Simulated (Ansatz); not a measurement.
Cartesian coordinates (Å):
SMILES: C[SiH]([SiH3])[SiH3]
```xyz
14

C     -0.7479     1.7718    -0.3019
Si     0.0869     0.3024     0.5221
Si    -1.3673    -1.5242     0.6372
Si     2.0259    -0.3082    -0.6321
H     -1.6430     2.0684     0.2452
H     -0.0765     2.6298    -0.3408
H     -1.0430     1.5291    -1.3233
H      0.4757     0.6654     1.9093
H     -2.6007    -1.1751     1.3808
H     -1.7587    -1.9527    -0.7265
H     -0.7187    -2.6696     1.3156
H      2.6991    -1.4447     0.0371
H      2.9787     0.8245    -0.7063
H      1.6894    -0.7170    -2.0163
```
Charge 0, multiplicity 1.

Calculation: Ansatz (a quantum-chemistry and plane-wave program) with frozen-core CCSD(T)/cc-pVTZ // CAM-B3LYP-D3(BJ)/def2-TZVP.

- HF energy = -910.54083 Ha
- MP2 correlation energy = -0.56546 Ha

Problem. Estimate the CCSD correlation energy, the (T) correction, the total energy and the T1 diagnostic.

Solution. 
| Item | Result |
|---|---|
| CCSD correlation energy | -0.64351 Ha |
| (T) correction | -0.02311 Ha |
| CCSD(T) total energy | -911.20744 Ha |
| T1 diagnostic | 0.012 |
